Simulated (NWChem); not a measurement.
A series in which one site is exchanged, each optimised at PBE0/def2-SVP with NWChem, gas phase unless a solvent is named. All stand in one matching conformer (torsions within 35°), which need not be the lowest. Low-valent species are run as closed-shell singlets; no triplet was tried in these runs. For some, no frequency run checked for a minimum. def2 effective core potentials on I, Pb; no spin-orbit coupling.

A: O[Si]I (SiHOI; site = Si)
B: [OH][Ge][I] (GeHOI; site = Ge)
C: [OH][Pb][I] (PbHOI; site = Pb)

Question: Rank them by vertical ionisation energy, ΔSCF, CAM-B3LYP/def2-SVP (eV), lowest first.

Answer: C (9.10), A (9.17), B (9.33)
